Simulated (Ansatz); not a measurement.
Geometry optimisation, Ansatz, RKS B3LYP-D4/STO-3G.

Input file:

```yaml
crystal:
  periodic: [false, false, false]
  atoms:
    - { symbol: B, position_ang: [0.0, 0.0, 0.0] }
    - { symbol: C, position_ang: [0.0, 0.0, 1.6] }
    - { symbol: H, position_ang: [-0.9996, -0.3092, 1.9705] }
    - { symbol: H, position_ang: [0.7676, -0.7111, 1.9705] }
    - { symbol: H, position_ang: [0.232, 1.0203, 1.9705] }
    - { symbol: F, position_ang: [1.1431, 0.0, -0.66] }
    - { symbol: C, position_ang: [-1.3856, 0.0, -0.8] }
    - { symbol: H, position_ang: [-1.9458, -0.9305, -0.5708] }
    - { symbol: H, position_ang: [-1.9898, 0.8797, -0.4946] }
    - { symbol: H, position_ang: [-1.1839, 0.0508, -1.8903] }
basis:
  gaussian: { orbitals: STO-3G }
hamiltonian:
  xc: b3lyp
  dispersion: d4
relax:
  f_tol: 0.02
  max_steps: 40
output:
  orbitals: {}
```

Command:

```bash
$ ansatz run input.yaml --threads 1 --pin off --max-ram 2048MiB --backend cpu --events-out ev --progress --plain --runs-dir out
```

Where does it end, and by what steps?

The run converged. The force dipped under the threshold on the way, but the program's further checks kept it going. Limits of this set-up: minimal basis. After 19 steps the energy has fallen by 0.066 eV; H4 moved furthest, 0.50 Å.

```csv
step,energy less start (eV),largest force component (eV/Å),accepted
0,0.0000,0.581,yes
1,-0.0516,0.165,yes
2,-0.0557,0.040,yes
3,-0.0560,0.102,yes
4,-0.0590,0.072,yes
5,-0.0388,0.838,no
6,-0.0608,0.241,yes
7,-0.0601,0.279,no
8,-0.0626,0.054,yes
9,-0.0636,0.077,yes
10,-0.0614,0.274,no
11,-0.0644,0.016,yes
12,-0.0650,0.029,yes
13,-0.0654,0.060,yes
14,-0.0656,0.076,yes
15,-0.0658,0.037,yes
16,-0.0659,0.005,yes
17,-0.0661,0.019,yes
18,-0.0659,0.077,no
19,-0.0662,0.018,yes
```

```xyz
10
Properties=species:S:1:pos:R:3
B -0.003 -0.115 0.001
C 0.014 -0.026 1.594
H -0.733 -0.707 2.029
H 0.992 -0.266 2.033
H -0.262 0.989 1.921
F 1.116 -0.358 -0.647
C -1.357 0.085 -0.817
H -2.066 -0.726 -0.584
H -1.854 1.024 -0.527
H -1.210 0.099 -1.907
```

Whether the end is a true minimum wasn't checked by a vibrational analysis.

Run time: 26 s on 1 thread of Arm Neoverse V2, with other jobs on the host, peak memory 0.12 GiB.
